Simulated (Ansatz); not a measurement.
# Molecular dynamics of CH$_{7}$NOSi$_{2}$

The input (input.yaml):

```yaml
crystal:
  periodic: [false, false, false]
  atoms:
    - { symbol: Si, position_ang: [-1.340232, 1.351038, 0.96193] }
    - { symbol: Si, position_ang: [0.273042, 0.597234, -0.431361] }
    - { symbol: "N", position_ang: [0.107059, -1.013522, -1.245462] }
    - { symbol: C, position_ang: [1.314081, -1.438944, -0.402173] }
    - { symbol: O, position_ang: [1.656024, -0.186748, 0.299622] }
    - { symbol: H, position_ang: [-0.827946, 2.39748, 1.814208] }
    - { symbol: H, position_ang: [-2.443704, 1.887328, 0.201083] }
    - { symbol: H, position_ang: [-1.843657, 0.287427, 1.79719] }
    - { symbol: H, position_ang: [0.661763, 1.646104, -1.359476] }
    - { symbol: H, position_ang: [-0.722619, -1.539622, -0.85664] }
    - { symbol: H, position_ang: [1.086793, -2.269607, 0.306308] }
    - { symbol: H, position_ang: [2.156497, -1.773369, -1.051129] }
basis:
  gaussian: { orbitals: STO-3G }
hamiltonian:
  xc: pbe0
  dispersion: d4
md:
  timestep: 0.25
  n_steps: 48
  ensemble: nve
  temperature: 1000.0
  initial_velocities: maxwell_boltzmann
  seed: 723100
scf:
  lower_state_search: "off"
```

Launched with:

```bash
$ ansatz run input.yaml --threads 1 --pin off --max-ram 2048MiB --backend cpu --events-out ev --progress --plain --runs-dir out
```

It starts from a relaxed structure.

Output, in part (one step line in 2, the closing report, with atoms numbered from 0):

```
md step     0: t =     0.00 fs  T =  1000.0 K  F+E_penalty+E_count = -20189.21958317 eV  E_kin = 1.292600 eV  conserved = -20187.92698318 eV  (13 SCF iters)
md step     2: t =     0.50 fs  T =   985.5 K  F+E_penalty+E_count = -20189.20075862 eV  E_kin = 1.273848 eV  conserved = -20187.92691013 eV  (20 SCF iters)
md step     4: t =     1.00 fs  T =   944.9 K  F+E_penalty+E_count = -20189.14815583 eV  E_kin = 1.221391 eV  conserved = -20187.92676449 eV  (20 SCF iters)
md step     6: t =     1.50 fs  T =   885.1 K  F+E_penalty+E_count = -20189.07066286 eV  E_kin = 1.144067 eV  conserved = -20187.92659550 eV  (20 SCF iters)
md step     8: t =     2.00 fs  T =   814.2 K  F+E_penalty+E_count = -20188.97885115 eV  E_kin = 1.052407 eV  conserved = -20187.92644457 eV  (20 SCF iters)
md step    10: t =     2.50 fs  T =   739.6 K  F+E_penalty+E_count = -20188.88232875 eV  E_kin = 0.955992 eV  conserved = -20187.92633713 eV  (20 SCF iters)
md step    12: t =     3.00 fs  T =   666.7 K  F+E_penalty+E_count = -20188.78805175 eV  E_kin = 0.861769 eV  conserved = -20187.92628248 eV  (20 SCF iters)
md step    14: t =     3.50 fs  T =   598.3 K  F+E_penalty+E_count = -20188.69963214 eV  E_kin = 0.773355 eV  conserved = -20187.92627746 eV  (13 SCF iters)
md step    16: t =     4.00 fs  T =   534.7 K  F+E_penalty+E_count = -20188.61751702 eV  E_kin = 0.691209 eV  conserved = -20187.92630762 eV  (13 SCF iters)
md step    18: t =     4.50 fs  T =   474.7 K  F+E_penalty+E_count = -20188.53998139 eV  E_kin = 0.613636 eV  conserved = -20187.92634560 eV  (13 SCF iters)
md step    20: t =     5.00 fs  T =   416.6 K  F+E_penalty+E_count = -20188.46486850 eV  E_kin = 0.538511 eV  conserved = -20187.92635717 eV  (13 SCF iters)
md step    22: t =     5.50 fs  T =   360.0 K  F+E_penalty+E_count = -20188.39169742 eV  E_kin = 0.465382 eV  conserved = -20187.92631565 eV  (13 SCF iters)
md step    24: t =     6.00 fs  T =   307.2 K  F+E_penalty+E_count = -20188.32324403 eV  E_kin = 0.397023 eV  conserved = -20187.92622112 eV  (13 SCF iters)
md step    26: t =     6.50 fs  T =   262.5 K  F+E_penalty+E_count = -20188.26543827 eV  E_kin = 0.339328 eV  conserved = -20187.92611044 eV  (13 SCF iters)
md step    28: t =     7.00 fs  T =   231.3 K  F+E_penalty+E_count = -20188.22504787 eV  E_kin = 0.299006 eV  conserved = -20187.92604223 eV  (13 SCF iters)
md step    30: t =     7.50 fs  T =   216.7 K  F+E_penalty+E_count = -20188.20618024 eV  E_kin = 0.280124 eV  conserved = -20187.92605657 eV  (13 SCF iters)
md step    32: t =     8.00 fs  T =   218.0 K  F+E_penalty+E_count = -20188.20793365 eV  E_kin = 0.281790 eV  conserved = -20187.92614354 eV  (13 SCF iters)
md step    34: t =     8.50 fs  T =   231.1 K  F+E_penalty+E_count = -20188.22498054 eV  E_kin = 0.298729 eV  conserved = -20187.92625109 eV  (13 SCF iters)
md step    36: t =     9.00 fs  T =   250.9 K  F+E_penalty+E_count = -20188.25065230 eV  E_kin = 0.324329 eV  conserved = -20187.92632283 eV  (13 SCF iters)
md step    38: t =     9.50 fs  T =   273.9 K  F+E_penalty+E_count = -20188.28031295 eV  E_kin = 0.353979 eV  conserved = -20187.92633386 eV  (13 SCF iters)
md step    40: t =    10.00 fs  T =   299.1 K  F+E_penalty+E_count = -20188.31295981 eV  E_kin = 0.386662 eV  conserved = -20187.92629754 eV  (13 SCF iters)
md step    42: t =    10.50 fs  T =   328.2 K  F+E_penalty+E_count = -20188.35051976 eV  E_kin = 0.424270 eV  conserved = -20187.92625018 eV  (13 SCF iters)
md step    44: t =    11.00 fs  T =   363.2 K  F+E_penalty+E_count = -20188.39571588 eV  E_kin = 0.469488 eV  conserved = -20187.92622772 eV  (13 SCF iters)
md step    46: t =    11.50 fs  T =   405.1 K  F+E_penalty+E_count = -20188.44987136 eV  E_kin = 0.523621 eV  conserved = -20187.92625001 eV  (13 SCF iters)
md step    48: t =    12.00 fs  T =   452.8 K  F+E_penalty+E_count = -20188.51165639 eV  E_kin = 0.585340 eV  conserved = -20187.92631635 eV  (14 SCF iters)
Total energy: -20188.51167436 eV, -741.9141197679 hartree
Atom 0 at    -1.367274     1.391634     0.966348 Å, force     0.335081    -0.442436    -0.490868 eV/Å
Atom 1 at     0.210409     0.580203    -0.426040 Å, force     2.184206     0.231552     0.512301 eV/Å
Atom 2 at     0.170148    -0.971817    -1.222506 Å, force    -1.306169    -2.892998    -1.448239 eV/Å
Atom 3 at     1.394064    -1.458380    -0.439035 Å, force    -2.839453    -0.161165     1.406910 eV/Å
Atom 4 at     1.679614    -0.244697     0.289955 Å, force    -0.215991     2.132023     0.464586 eV/Å
Atom 5 at    -0.571703     2.376389     1.633583 Å, force    -0.164912     0.116200     0.797487 eV/Å
Atom 6 at    -2.549017     2.037933     0.467494 Å, force     0.010182     0.058287    -0.425850 eV/Å
Atom 7 at    -1.814292     0.246781     1.714200 Å, force     0.065026     0.199939     0.573321 eV/Å
Atom 8 at     0.724358     1.574268    -1.370609 Å, force    -0.301619     0.066084     0.248019 eV/Å
Atom 9 at    -0.636897    -1.610459    -0.879857 Å, force     0.915322     0.963198    -0.741743 eV/Å
Atom 10 at     0.922917    -2.229920     0.262706 Å, force     1.484610    -0.097777    -0.523311 eV/Å
Atom 11 at     2.286144    -1.843990    -0.973622 Å, force    -0.166282    -0.172907    -0.372614 eV/Å
Dipole moment:    -0.453392     0.126229     0.223047 e Å
```

All steps were run. The conserved energy stayed within 0.079 meV per atom of its start (net change 0.056 meV per atom), so the integration is sound. A run of 0.012 ps of so small a system gives no equilibrium averages. Limits of this set-up: minimal basis.

The same pairs are bonded in the first frame and the last. Pairs count as bonded within 1.25 times the sum of covalent radii (0.12 Å more for H–H).

Last frame:

```xyz
12
Properties=species:S:1:pos:R:3
Si -1.367 1.392 0.966
Si 0.210 0.580 -0.426
N 0.170 -0.972 -1.222
C 1.394 -1.458 -0.439
O 1.680 -0.245 0.290
H -0.572 2.376 1.634
H -2.549 2.038 0.468
H -1.814 0.247 1.714
H 0.724 1.574 -1.371
H -0.637 -1.611 -0.880
H 0.923 -2.230 0.263
H 2.286 -1.844 -0.974
```

The run took 93 s on 1 thread of Arm Neoverse V1, with other jobs on the host, peak memory 0.094 GiB.
